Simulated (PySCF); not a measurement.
Sb, quartet (core potentials on Sb); PBE0/def2-SVP run with PySCF.

PySCF was given this input:
```python
from pyscf import gto, scf, dft

mol = gto.Mole()
mol.atom = '''
    Sb    0.00000000    0.00000000    0.00000000
'''
mol.basis = 'def2-svp'
mol.ecp = {'Sb': 'def2-svp'}
mol.spin = 3
mol.verbose = 4
mol.build()

mf = dft.UKS(mol)
mf.xc = 'pbe0'
mf.kernel()
```

Task: Write the output that PySCF gives for this input, abridged.

Result: 
```
PySCF version 2.14.0

[INPUT] verbose = 4
[INPUT] num. atoms = 1
[INPUT] num. electrons = 23
[INPUT] charge = 0
[INPUT] spin (= nelec alpha-beta = 2S) = 3
[INPUT] symmetry False subgroup None
[INPUT] Mole.unit = angstrom
[INPUT] Symbol           X                Y                Z      unit          X                Y                Z       unit  Magmom
[INPUT]  1 Sb     0.000000000000   0.000000000000   0.000000000000 AA    0.000000000000   0.000000000000   0.000000000000 Bohr   0.0

nuclear repulsion = 0
number of shells = 10
number of NR pGTOs = 61
number of NR cGTOs = 26
basis = def2-svp
ecp = {'Sb': 'def2-svp'}

******** <class 'pyscf.dft.uks.UKS'> ********
method = UKS
initial guess = minao
damping factor = 0
level_shift factor = 0
DIIS = <class 'pyscf.scf.diis.CDIIS'>
diis_start_cycle = 1
diis_space = 8
diis_damp = 0
SCF conv_tol = 1e-09
SCF conv_tol_grad = None
SCF max_cycles = 50
direct_scf = True
direct_scf_tol = 1e-13
number electrons alpha = 13  beta = 10
XC library pyscf.dft.libxc version 7.1.2
    S. Lehtola, C. Steigemann, M. J. T. Oliveira, and M. A. L. Marques,  SoftwareX 7, 1–5 (2018)
XC functionals = pbe0
    C. Adamo and V. Barone,  J. Chem. Phys. 110, 6158 (1999)
    M. Ernzerhof and G. E. Scuseria,  J. Chem. Phys. 110, 5029 (1999)
radial grids:
    Treutler-Ahlrichs [JCP 102, 346 (1995); DOI:10.1063/1.469408] (M4) radial grids

becke partition: Becke, JCP 88, 2547 (1988); DOI:10.1063/1.454033
pruning grids: <function nwchem_prune>
grids dens level: 3
symmetrized grids: False
atomic radii adjust function: <function treutler_atomic_radii_adjust>
small_rho_cutoff = 0
Set gradient conv threshold to 3.16228e-05
tot grids = 21960
init E= -215.05864079975

cycle= 1 E= -239.627220425572  delta_E= -24.6  |g|= 1.32  |ddm|= 6.68
cycle= 2 E= -240.042716627379  delta_E= -0.415  |g|= 0.745  |ddm|=  3.4
cycle= 3 E= -240.217505919086  delta_E= -0.175  |g|= 0.0394  |ddm|= 1.01
cycle= 4 E= -240.218161692541  delta_E= -0.000656  |g|= 0.00177  |ddm|= 0.0817
cycle= 5 E= -240.218164346855  delta_E= -2.65e-06  |g|= 0.000318  |ddm|= 0.00875
cycle= 6 E= -240.21816440909  delta_E= -6.22e-08  |g|= 1.36e-05  |ddm|= 0.000852
cycle= 7 E= -240.218164409224  delta_E= -1.34e-10  |g|= 3.37e-07  |ddm|= 6.86e-05
Extra cycle  E= -240.218164409224  delta_E= -1.14e-13  |g|= 1.84e-07  |ddm|= 1.83e-06
converged SCF energy = -240.218164409224  <S^2> = 3.7509768  2S+1 = 4.0004884
```
